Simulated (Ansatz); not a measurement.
Mulliken charges of CH₂SSe (`SC=[Se]`) from B3LYP/def2-TZVPP in Ansatz (PBE0-D4/def2-TZVP geometry).

```json
{"atom": "S1", "x (Å)": "-1.251", "y (Å)": "0.419", "z (Å)": "-0.076", "charge (e)": "0.009"}
{"atom": "C2", "x (Å)": "0.208", "y (Å)": "-0.359", "z (Å)": "0.349", "charge (e)": "-0.142"}
{"atom": "Se3", "x (Å)": "1.797", "y (Å)": "-0.238", "z (Å)": "-0.404", "charge (e)": "-0.118"}
{"atom": "H4", "x (Å)": "-0.761", "y (Å)": "1.107", "z (Å)": "-1.125", "charge (e)": "0.114"}
{"atom": "H5", "x (Å)": "0.057", "y (Å)": "-1.003", "z (Å)": "1.214", "charge (e)": "0.137"}
```

By hand: the dipole of these point charges (1 e Å = 4.8032 D).

Σ q r = (-0.332, 0.072, 0.035) e Å, of length 0.342 e Å = 1.64 D.

How does the dipole of the full density compare? (Best estimate.)

The calculation gave: (-0.374, 0.074, 0.049) e Å, 1.85 D; the point charges give 0.89 times that, at 2° from its direction.

Point charges leave out the atoms' own dipoles, such as those of lone pairs, and Mulliken's split depends on the basis, so the close match here is no proof of good charges.

B3LYP here is the variant with VWN-RPA as its local correlation; programs differ in this.
